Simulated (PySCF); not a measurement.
Ge(H)2(PH2)2 (GeH6P2), SMILES [PH2][GeH2][PH2].

The structure is a stationary point at PBE-D3(BJ)/def2-SVP. The structure was generated by enumeration, and PubChem lists no compound with its InChIKey, so it may never have been made. The values are those of a single conformer.

Method: PBE/def2-TZVPD in PySCF.

```yaml
total_energy: -2762.69956 hartree
point_group: C2
highest_occupied_level: -6.08 eV
lowest_empty_level: -1.58 eV
orbital_gap: 4.50 eV
dipole_moment: 0.58 D
quadrupole, principal values (traceless, Buckingham form, about the centre of nuclear charge): -7.49, 3.10, 4.39 D·Å
mean_static_polarisability: 98.4 bohr³ (14.57 Å³)
polarisability_principal_values: 78.0, 90.1, 127.0 bohr³
```
